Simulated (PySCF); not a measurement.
Numbering as in the mapped SMILES `[CH3:1][CH2:2][P:3]([CH2:4][CH3:5])[CH2:6][CH3:7]`. Hydrogens are named by the atom that carries them.

Geometry: PBE0-D3(BJ)/def2-SVP; GIAO shifts from PySCF 2.14.0 with density-fitted response routines, gas phase, non-relativistic, averaged over equivalent atoms.

At PBE0/6-31G* (132 basis functions, 18 s wall time on 1 thread of an Arm Neoverse V1, shared host):
```csv
atoms,δ (ppm)
C2/C4/C6,23.4
C1/C5/C7,11.8
P3,-34.3
H(C2)/H(C4)/H(C6),1.30
H(C1)/H(C5)/H(C7),1.09
```

δ = σ(ref) − σ, references computed at the same level: 13C (σref 194.14) and 1H (σref 31.96) vs TMS; 31P (σref 376.23) against H3PO4.

**Question.** Estimate the result of repeating the calculation with PBE0/6-311+G(2d,p).

**Answer.** 
```json
{"atoms": "C2/C4/C6", "δ at PBE0/6-311+G(2d,p)": "26.0", "change": "+2.6"}
{"atoms": "C1/C5/C7", "δ at PBE0/6-311+G(2d,p)": "10.9", "change": "-0.9"}
{"atoms": "P3", "δ at PBE0/6-311+G(2d,p)": "-40.2", "change": "-5.9"}
{"atoms": "H(C2)/H(C4)/H(C6)", "δ at PBE0/6-311+G(2d,p)": "1.24", "change": "-0.06"}
{"atoms": "H(C1)/H(C5)/H(C7)", "δ at PBE0/6-311+G(2d,p)": "1.03", "change": "-0.06"}
```

Shifts are taken against calculated references (same method and geometry level): 13C (σ = 186.44 ppm), 1H (σ = 31.51 ppm) against TMS; 31P (σ = 297.00 ppm) against H3PO4.

The largest change is at P3 (phosphorus bonded to 3 C). Cost: 287 basis functions, 58 s wall time on 1 thread of an Arm Neoverse V1, shared host.

Experimental scales use liquid or dissolved standards, which lie at an offset from isolated H3PO4.
